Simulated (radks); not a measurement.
Results of a calculation; reference values are marked as such.
These are the eigenvalues of the occupied orbitals of an atom or ion with whole-number occupations (eV). Code: a radial shooting solver on a logarithmic mesh with Libxc functionals. Model: scalar-relativistic Kohn-Sham, r2SCAN, spin-polarised, spherical densities, finite nucleus; meta-GGA in the generalised Kohn-Sham scheme; Fermi nuclear charge, rms radius of each element as measured or else 0.836 A^(1/3) + 0.57 fm.

| orbital | eigenvalue |
|---|---|
| 1s down | -81554.28 |
| 1s up | -81554.26 |
| 2s up | -14999.99 |
| 2s down | -14999.92 |
| 2p up | -13063.14 |
| 2p down | -13063.05 |
| 3s up | -4089.043 |
| 3s down | -4082.429 |
| 3p up | -3524.414 |
| 3p down | -3517.708 |
| 3d up | -2920.179 |
| 3d down | -2915.085 |
| 4s up | -1412.215 |
| 4s down | -1402.163 |
| 4p up | -1220.667 |
| 4p down | -1211.089 |
| 4d up | -991.2333 |
| 4d down | -981.6123 |
| 4f up | -739.7682 |
| 4f down | -729.0768 |

Which element is it, and in what charge state? The configuration may be excited. Open shells, if any, are filled with parallel spins first.

Answer. Z = 79, gold, charge +24: Au24+ in [Kr] 4d10 4f9. The list shows which subshells hold electrons but not how many an open one holds; the 1s level, -2997.1 hartree, gives Z - s = 77.4 by -(Z - s)^2/2, which with screening and relativity narrows Z to a few neighbours, and the depths of the outer levels then fix element, charge and occupations together.
